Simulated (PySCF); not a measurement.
**Spinor energies of Ru²⁺ (ruthenium, charge +2)**

Start: [Kr] 4d6; 4d3/2 filled at m_j = -3/2, -1/2, +1/2, +3/2; 4d5/2 filled at m_j = +3/2, +5/2. Calculated with PySCF 2.14 in x2c-SVPall-2c: generalised Hartree-Fock with the X2C-1e Hamiltonian and a Gaussian nucleus; one run each with spin-orbit coupling (SO) switched off, then screened by Boettger's factors.

```csv
spinor shell,electrons,"ε, spin-free (eV)","ε, screened SO (eV)",weight of nominal j (screened SO),"rms radius, screened SO (bohr)"
1s1/2,2,-22251.5,-22250.2,1.000,0.0384
2s1/2,2,-3295.3,-3294.9,1.000,0.158
2p1/2,2,-2947.6,-3038.3,1.000,0.137
2p3/2,4,-2947.6,-2905.2,1.000,0.142
3s1/2,2,-631.14,-631.01,1.000,0.428
3p1/2,2,-513.63,-529.58,1.000,0.425
3p3/2,4,-513.63,-506.08,1.000,0.436
3d3/2,4,-324.62,-327.46,0.977,0.417
3d5/2,6,-324.62,-322.57,0.985,0.420
4s1/2,2,-113.83,-113.79,1.000,1.09
4p1/2,2,-78.312,-83.852,0.715,1.20
4p3/2,4,-78.312,-75.573,0.858,1.21
4d3/2,4,-31.178,-30.990,0.679,1.65
4d5/2,2,-31.178,-31.552,0.883,1.64
```

| quantity | spin-free | screened SO |
| --- | --- | --- |
| E (hartree) | -4526.48867 | -4527.11215 |
| M_J | 4 | 4 |
| ⟨J²⟩ | 20.009 | 20.012 |
| ⟨L²⟩ | 6.007 | 6.076 |
| ⟨S²⟩ | 6.002 | 5.974 |

Each row is a mean over spinors that exchange with the open shell spreads, by up to 9.192 eV (4p3/2).

Rows whose weight is well below 1 are mixtures of j = l ± 1/2: exchange outweighs spin-orbit coupling there, and the label is only the starting occupation.

Breit and QED terms are absent; they matter most for the inner s and p1/2 levels.

Densities and radii are taken from the X2C orbitals without a picture-change correction, which distorts them close to the nucleus.

Without spin-orbit coupling the j labels of p, d and f shells carry no meaning; the spin-free column gives the mean over the occupied spinors of each nl shell.
